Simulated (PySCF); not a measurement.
Compound: C₇H₁₁O (doublet state).
Numbering: `[OH:1][CH:2][C@:3]12[CH2:4][CH2:5][C@H:6]([CH2:7]1)[CH2:8]2` (hydrogens: H9 on O1; H10 on C2; H11, H12 on C4; H13, H14 on C5; H15 on C6; H16, H17 on C7; H18, H19 on C8)

Cartesian coordinates in Å at the GFN2-xTB level; atoms count from 1:
```
atom  x, y, z in Å
O1     2.3067    1.8659   -0.3629
C2     1.8299    0.6565   -0.8031
C3     0.5603    0.1132   -0.3446
C4    -0.7642    0.7397   -0.8662
C5    -1.7742   -0.1618   -0.1274
C6    -0.7929   -1.0550    0.6324
C7     0.2126   -0.0295    1.1695
C8     0.2353   -1.3884   -0.4576
H9     1.6774    2.2330    0.2685
H10    2.4913    0.1472   -1.4757
H11   -0.8371    0.6606   -1.9496
H12   -0.8540    1.7903   -0.5907
H13   -2.4222    0.4000    0.5453
H14   -2.4001   -0.7333   -0.8122
H15   -1.2144   -1.8256    1.2728
H16    1.0219   -0.4739    1.7429
H17   -0.1898    0.8397    1.6875
H18    1.0468   -2.0216   -0.1095
H19   -0.1431   -1.7477   -1.4116
```

The hyperfine couplings belong to this conformer and change with its torsions.

Method: PySCF 2.14.0, UKS B3LYP, pcH-1 on C H O, non-relativistic, mean-field spin-orbit, GIAO. Geometry: GFN2-xTB, one conformer, isolated molecule. GFN2-xTB frequencies show an imaginary mode (99i cm⁻¹), so this geometry is no minimum at that level. A GFN2-xTB geometry isn't a minimum of the functional, and hyperfine couplings can be far from their values at a DFT geometry. No stability test was run, so a lower SCF solution isn't excluded.

Principal values of hyperfine tensors in MHz (contact and dipolar terms together), for some of the nuclei:

```csv
atom,isotope,A1,A2,A3
H10,1H,-101.55,-64.59,-27.46
C4,13C,51.25,51.29,68.67
C3,13C,-38.98,-38.03,-33.59
C7,13C,30.59,30.84,46.11
O1,17O,-85.53,10.82,13.58
H9,1H,-24.56,-20.44,10.11
H12,1H,-8.56,-5.80,1.57
C6,13C,-5.17,-4.35,-3.08
```

Question: Give the isotropic coupling of each nucleus in MHz and in mT (g = 2.0031), and the anisotropic part.

Answer: a_iso is a third of the trace, T = A − a_iso, and a(mT) = a(MHz)/(g × 13.996).

```json
{"atom": "H10", "a_iso (MHz)": "-64.53", "a_iso (mT)": "-2.302", "T1": "-37.01", "T2": "-0.06", "T3": "37.07"}
{"atom": "C4", "a_iso (MHz)": "57.07", "a_iso (mT)": "2.036", "T1": "-5.82", "T2": "-5.78", "T3": "11.61"}
{"atom": "C3", "a_iso (MHz)": "-36.87", "a_iso (mT)": "-1.315", "T1": "-2.11", "T2": "-1.16", "T3": "3.27"}
{"atom": "C7", "a_iso (MHz)": "35.85", "a_iso (mT)": "1.279", "T1": "-5.26", "T2": "-5.01", "T3": "10.27"}
{"atom": "O1", "a_iso (MHz)": "-20.38", "a_iso (mT)": "-0.727", "T1": "-65.16", "T2": "31.20", "T3": "33.95"}
{"atom": "H9", "a_iso (MHz)": "-11.63", "a_iso (mT)": "-0.415", "T1": "-12.93", "T2": "-8.81", "T3": "21.74"}
{"atom": "H12", "a_iso (MHz)": "-4.26", "a_iso (mT)": "-0.152", "T1": "-4.30", "T2": "-1.54", "T3": "5.84"}
{"atom": "C6", "a_iso (MHz)": "-4.20", "a_iso (mT)": "-0.150", "T1": "-0.97", "T2": "-0.15", "T3": "1.12"}
```

Question: What spin density at the nucleus of C4 lies behind its contact coupling (g_N = 1.40482)?

Answer: a_FC = 800.24 MHz bohr³ × g_N × ρ(0)/(2S). With a_FC = 57.07 MHz and 2S = 1, ρ(0) = 0.05076 bohr⁻³.

Question: C2 (13C, g_N = 1.40482) isn't in the table. Its spin density at the nucleus is 0.07422 bohr⁻³. What is its contact coupling?

Answer: By the same relation, a_FC = 83.4 MHz. Its full tensor has the principal values 5.25, 6.44, 238.64 MHz.

Question: Which nucleus of the table has the largest anisotropic coupling, and what is its form?

Answer: O1: -65.2, 31.2, 34.0 MHz, nearly axial, close to the ratio +1:+1:−2.

Question: In a single crystal, with the field along each principal axis of the tensor of C3 in turn, what first-order splitting does this nucleus give (isotropic g, quadrupole terms neglected)?

Answer: 2 lines (I = 1/2), spaced by |A_i|/(g × 13.996): 1.39, 1.36, 1.20 mT along the axes of A1, A2 and A3.
